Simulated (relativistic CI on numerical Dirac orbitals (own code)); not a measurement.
## Sensitivity of the levels of Ho⁴⁷⁺ to α and to the nuclear radius

Computed by Dirac-Coulomb-Breit CI, orbitals from a KLI potential per configuration, derivatives by finite differences, unscaled Slater integrals, QED left out (own radial code, finite nucleus).

Configuration list (outside the closed core [Ne]): 3s²3p⁶3d², 3s²3p⁵3d³, 3s3p⁶3d³, 3s²3p⁶3d4s, 3s²3p⁶3d4p, 3s²3p⁶4s². Double excitations out of closed p, d and f shells are left out; levels of such configurations are missing from the list, as are those of other unlisted configurations, and high levels can miss mixing partners.

With x = (α/α₀)² − 1 an excitation energy changes as ω = ω₀ + qx; K = 2q/ω₀ is the relative enhancement. Terms are leading LS components, so labels can repeat. The field-shift factor is F = δν/δ⟨r²⟩ for the transition from the lowest level.

Lowest level 3s²3p⁶3d² ³F2.

```tsv
Level	ω₀ (cm⁻¹)	q (cm⁻¹)	K	F (GHz/fm²)
3s²3p⁶3d² ³P0	166470	21000	0.252	0.391
3s²3p⁶3d² ³F3	354756	380400	2.14	6.6
3s²3p⁶3d² ³P2	431683	379400	1.76	5.99
3s²3p⁶3d² ¹G4	452586	388800	1.72	6.93
3s²3p⁶3d² ³P1	464633	388300	1.67	5.89
3s²3p⁶3d² ³F4	772314	751400	1.95	13
3s²3p⁶3d² ³P2	828185	767600	1.85	12.6
3s²3p⁶3d² ¹S0	1015592	757200	1.49	14
3s²3p⁵3d³ ³D°2	1918925	112400	0.117	12.3
3s²3p⁵3d³ ⁵D°1	1946068	136000	0.14	12.4
3s²3p⁵3d³ ⁵D°0	1980382	130100	0.131	12.5
3s²3p⁵3d³ ³F°3	1998711	110100	0.11	12.5
3s²3p⁵3d³ ⁵F°3	2212953	473500	0.428	18.4
```

At this charge energies of transitions that change n are usually good to better than 1 %, and those within a shell (Δn = 0) to a few per cent.
